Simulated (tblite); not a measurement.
Compound: C₇H₈F (doublet state).
Cartesian coordinates in Å at the GFN2-xTB level; atoms count from 1:
```xyz
16
C7H8F angstrom
C      2.293    1.432   -0.742
C      1.598    0.459   -0.800
C      0.750   -0.717   -0.843
C     -0.169   -0.763    0.360
C      0.050   -1.713    1.328
F      1.043   -2.616    1.228
C     -1.208    0.140    0.491
C     -1.537    1.194   -0.500
H      2.910    2.280   -0.703
H      0.156   -0.698   -1.762
H      1.386   -1.605   -0.859
H     -0.534   -1.836    2.225
H     -1.843    0.060    1.361
H     -2.047    2.024   -0.016
H     -2.211    0.802   -1.268
H     -0.643    1.566   -0.996
```

Computed values, GFN2-xTB/tblite, gas phase, harmonic and unscaled. This tight-binding method is rough: wavenumbers can miss measured ones by several per cent, in bad cases by 10 to 20. One conformer, not necessarily the lowest. Open shells enter through the occupations alone, without spin polarisation, and single modes of such species can be off by tens of per cent.

Harmonic wavenumbers (cm⁻¹): 28.7, 62.0, 127.4, 142.5, 213.2, 251.2, 259.9, 308.4, 361.5, 449.2, 534.9, 583.4, 613.4, 641.0, 663.4, 687.2, 855.2, 933.6, 1001.2, 1006.4, 1037.6, 1077.0, 1155.6, 1156.2, 1204.0, 1281.4, 1309.5, 1395.8, 1436.9, 1455.8, 1472.1, 1483.6, 1493.3, 2294.2, 2930.9, 2951.1, 2980.1, 3026.6, 3034.0, 3079.6, 3105.8, 3397.0.

A = 2418, B = 1639, C = 1080 MHz; mass 111.061 u (most abundant isotopes); point group C1, symmetry number 1; spin multiplicity 2.

Question: Zero-point energy?

Answer: Half the sum of the wavenumbers: 26741 cm⁻¹ = 319.89 kJ/mol.

Question: What is S at 273.15 K and 1 bar for an ideal gas of classical rigid rotors and harmonic oscillators?

Answer: Translation 165.78, rotation 119.02, vibration 108.26, spin (R ln 2) 5.76: S = 398.8 J/(mol K).

Question: And Cp and H(273.15 K) − H(0)?

Answer: Cp = 139.79 J/(mol K), of which vibrations give 106.53 (their classical limit is 42 R = 349.2); H(273.15 K) − H(0) = 24.21 kJ/mol without the zero-point energy, 15.12 from vibrations.

Question: How do the functions run with temperature in this model?

Answer: 
| T (K) | S (J/(mol K)) | Cp (J/(mol K)) | H − H(0) (kJ/mol) | G − H(0) (kJ/mol) | ln q(vib) |
| --- | --- | --- | --- | --- | --- |
| 50 | 250.7 | 54.3 | 2.16 | -10.38 | 0.81 |
| 100 | 295.1 | 75.9 | 5.42 | -24.09 | 2.04 |
| 298.15 | 411.4 | 148.5 | 27.81 | -94.86 | 6.97 |
| 373.15 | 447.5 | 173.4 | 39.90 | -127.09 | 8.77 |
| 500 | 503.4 | 209.2 | 64.25 | -187.46 | 11.73 |
| 750 | 598.4 | 258.9 | 123.25 | -325.58 | 17.22 |
| 1000 | 677.7 | 291.6 | 192.33 | -485.37 | 22.24 |

q(vib) and H(0) count from the zero-point level.

Question: What must be added to the electronic energy to get the Gibbs energy at 273.15 K and 1 bar?

Answer: ZPE + [H(273.15 K) − H(0)] − T·S = 319.89 + 24.21 − 108.94 = 235.16 kJ/mol.

Hindered rotation and anharmonicity are outside this model. Other conformers, if any are populated, would add a mixing term that is left out. The structure is chiral; the term R ln 2 for an equal mix with its mirror image is left out.

On an Arm Neoverse V1 with one thread (shared host), this took 0.45 s of wall time. This covers the Hessian and the dipole derivatives.
